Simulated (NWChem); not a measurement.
Species: BPH4O; SMILES OBP

```xyz
7

B     -0.5939    -0.6941    -0.2987
H     -1.5856    -1.0490    -0.8951
O      0.1355    -1.6704     0.2776
H      0.9158    -1.3618     0.7508
P     -0.0944     1.1673    -0.3653
H      0.5056     1.2865     0.9257
H     -1.3674     1.6817     0.0112
```
Atoms are numbered in this order, from 1.

All runs: NWChem. Pople sets run with spherical d functions. The geometry was optimised at PBE0/def2-SVP. Isotropic indirect couplings, all four terms, static geometry, non-relativistic.

**Question.** Predict the results for B3LYP/6-31G**. Quantities: J(31P atom 5, 1H atom 6) (Hz); J(31P atom 5, 1H atom 7) (Hz); J(1H atom 6, 1H atom 7) (Hz).

**Answer.** 
```yaml
J(31P atom 5, 1H atom 6) (Hz): 189.9
J(31P atom 5, 1H atom 7) (Hz): 215.7
J(1H atom 6, 1H atom 7) (Hz): -9.3
```
